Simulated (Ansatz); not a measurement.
```xyz
2

Tb    0.0000    0.0000    0.0000
O     0.0000    0.0000    1.8100
```

Basis set: pcseg-2 on O; def2-TZVPP on Tb (spherical functions, with the set's core potentials past Kr). Some runs use density fitting. Charge 0, multiplicity 8.

Computed with Ansatz (development build ahead of 0.2.0); each method stands on the lowest determinant of its kind that the runs found.

Question: Give the atomization energy at this shape (free ground-state atoms in the same class of orbitals less the molecule, no zero-point energy) of octet TbO by UHF, PBE0 (unrestricted).

Answer:

```json
{"method": "UHF", "atomization energy": "292.9 kJ/mol"}
{"method": "PBE0 (unrestricted)", "atomization energy": "791.9 kJ/mol"}
```

Caution: a free atom is spin contaminated; other spin multiplicities were not run. Caution for PBE0 (unrestricted): the unrestricted determinant is spin contaminated.

The shape needn't be a minimum at these levels.
